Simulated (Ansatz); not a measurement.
Cl₂H₄N₂Si, SMILES `N[Si](N)(Cl)Cl` at its PBE0-D4/def2-TZVP geometry, where that method's forces vanish. The species carries charge 0 and has multiplicity 1.

```xyz
9

N     0.2873   -1.0982   -0.9359
Si    0.1619    0.3968   -0.1600
N    -0.6580    0.1895    1.3022
Cl    1.9258    1.3180    0.3574
Cl   -0.7226    1.6313   -1.5461
H     0.6868   -1.8853   -0.4507
H     0.4254   -1.1481   -1.9314
H    -0.5458    0.8529    2.0504
H    -1.5608   -0.2570    1.3141
```

(1) What forces (eV/Å) does r2SCAN-D4/def2-TZVPP give on these atoms in Ansatz? (An estimate is asked.)

Answers

(1) Computed: 
```
N1  -0.048 -0.010  0.004
Si2  0.000 -0.001  0.001
N3   0.029 -0.037  0.014
Cl4  0.077  0.037  0.032
Cl5 -0.043  0.046 -0.066
H6   0.021 -0.026 -0.017
H7   0.019 -0.026 -0.011
H8  -0.027  0.006  0.019
H9  -0.027  0.010  0.023
```
